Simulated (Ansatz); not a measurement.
The cluster Ag2F2, relaxed as a quintet with UKS PBE-D4/def2-TZVP in Ansatz, starting from the PBE-D4/def2-TZVP geometry of the neutral singlet. Force threshold 0.02 eV/Å.

In the def2 sets Ag takes a core potential; there is no spin–orbit coupling. At PBE-D4/def2-TZVP a singlet of charge 0 lies 5.62 eV below the quintet, each at its own geometry. The structure comes from a short search, and lower isomers may exist.

Start:

```xyz
4

Ag   -0.399   -1.370   -0.363
Ag    0.399    1.370    0.364
F    -1.555    0.317    0.506
F     1.555   -0.317   -0.507
```

```csv
step,energy (eV),largest force component (eV/Å),SCF passes
1,-13426.2309,0.741,20
2,-13426.5488,0.527,29
3,-13426.5964,0.273,24
4,-13426.6119,0.029,24
5,-13426.6121,0.008,25
```

Force components are those of the run's own axes.

End:

Cartesian coordinates in Å:
```
Ag -0.460 -1.580 -0.419
Ag 0.460 1.580 0.420
F -1.280 0.262 0.417
F 1.280 -0.262 -0.417
```

By distances, no bond broke or formed. The bond that changes most is Ag1–F4, from 2.22 to 2.18 Å (atoms count from 1).

No frequencies were taken in this run, so the end may be a saddle point.

It took 7 s on 4 threads of Arm Neoverse V2 on a shared host.
